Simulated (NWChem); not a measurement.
System: HSeSBr; SMILES [Se](S)Br

Here is an NWChem input.

```
start job
memory heap 200 mb stack 900 mb global 1100 mb
geometry units angstroms noautoz
  Se     0.727604    -0.600192     0.006332
  Br    -0.218776     1.552782     0.011365
  S     -0.975213    -1.944637     0.056860
  H     -1.206796    -2.020903    -1.277544
end
basis spherical
  Se library def2-svp
  Br library def2-svp
  S library def2-svp
  H library def2-svp
end
dft
  xc xcamb88 1.00 lyp 0.81 vwn_5 0.19 hfexch 1.00
  cam 0.33 cam_alpha 0.19 cam_beta 0.46
  iterations 150
  vectors input atomic output neutral.movecs
end
task dft energy
charge 1
dft
  odft
  mult 2
  vectors input atomic output cation.movecs
end
task dft energy
```

The geometry was optimised at PBE0/def2-SVP.

Ions are spin-unrestricted doublets at the neutral geometry; other ion states weren't tried.

Predict the main results of this run. (CAM-B3LYP/def2-SVP, vertical spin-unrestricted ions.) Quantities: vertical ionisation energy, ΔSCF (eV); −ε(HOMO) (eV).


| Property | Value |
|---|---|
| vertical ionisation energy, ΔSCF (eV) | 9.23 |
| −ε(HOMO) (eV) | 8.15 |
